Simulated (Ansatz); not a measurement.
Input (CCSDT(Q)/cc-pVDZ; Ansatz, a program for electronic structure):

Ansatz 0.2 input:
```yaml
crystal:
  periodic: [false, false, false]
  atoms:
    - {symbol: Ge, position_ang: [-0.27621425, -0.24917726, -0.07894974]}
    - {symbol: O, position_ang: [1.48399881, -0.54231175, -0.08227287]}
    - {symbol: F, position_ang: [-0.46754446, 1.46603531, 0.28140452]}
    - {symbol: H, position_ang: [-0.81829419, -1.03850413, 1.16220175]}
    - {symbol: H, position_ang: [1.99306008, 0.15635275, -0.51026761]}
basis:
  gaussian:
    orbitals: cc-pVDZ
magnetization: {spin_polarized: true, initial_magnetization: 1}
correlation: {method: ccsdt_q, electrons: outside_noble_gas}
```

Output:

```
Functional definition: HF
integrals: 0.09 GiB planned
1230 factors; integrals over basis functions are off by at most 1.7e-7 eV
mean field: 0.40 GiB planned
mean field evaluation 1: about -61244.6876 eV, gradient 2.9e1 eV
mean field evaluation 2: about -61244.7236 eV, gradient 2.9e1 eV
mean field evaluation 4: about -61248.0848 eV, gradient 2.1e0 eV
mean field evaluation 8: about -61248.1604 eV, gradient 4.0e-1 eV
mean field evaluation 16: about -61248.1634 eV, gradient 2.2e-6 eV
mean field -61248.16341394 eV, -2250.8284899660 hartree, gradient 2.2e-6 eV, S^2 0.758750; 0 other end points of the search recorded, 0 dependent functions left out
16 core orbitals not correlated
reference -61248.16341394 eV, -2250.8284899660 hartree; 10, 9 occupied and 39, 40 virtual orbitals, 1230 factors
second order -12.46947461 eV of doubles, -0.00000000 eV of singles
coupled cluster: 2.30 GiB planned
cycle   1  -12.47366613 eV  change   -4.2e-3 eV  update   1.0e-1
cycle   2  -12.90184337 eV  change   -4.3e-1 eV  update   5.4e-2
cycle   3  -13.18108233 eV  change   -2.8e-1 eV  update   2.6e-2
cycle   4  -13.18955420 eV  change   -8.5e-3 eV  update   1.0e-2
cycle   5  -13.17239141 eV  change    1.7e-2 eV  update   6.2e-3
cycle   6  -13.17362905 eV  change   -1.2e-3 eV  update   3.1e-3
cycle   7  -13.17690348 eV  change   -3.3e-3 eV  update   1.5e-3
cycle   8  -13.17719680 eV  change   -2.9e-4 eV  update   8.4e-4
cycle   9  -13.17672210 eV  change    4.7e-4 eV  update   3.6e-4
cycle  10  -13.17704997 eV  change   -3.3e-4 eV  update   2.0e-4
cycle  11  -13.17672297 eV  change    3.3e-4 eV  update   1.1e-4
cycle  12  -13.17669413 eV  change    2.9e-5 eV  update   5.4e-5
cycle  13  -13.17675444 eV  change   -6.0e-5 eV  update   2.7e-5
cycle  14  -13.17675302 eV  change    1.4e-6 eV  update   1.3e-5
cycle  15  -13.17674912 eV  change    3.9e-6 eV  update   7.6e-6
cycle  16  -13.17675401 eV  change   -4.9e-6 eV  update   4.0e-6
cycle  17  -13.17675409 eV  change   -8.0e-8 eV  update   2.0e-6
perturbative correction -0.03804600 eV, -0.0013981648 hartree
Total energy: -61261.37821404 eV, -2251.3141249123 hartree
```
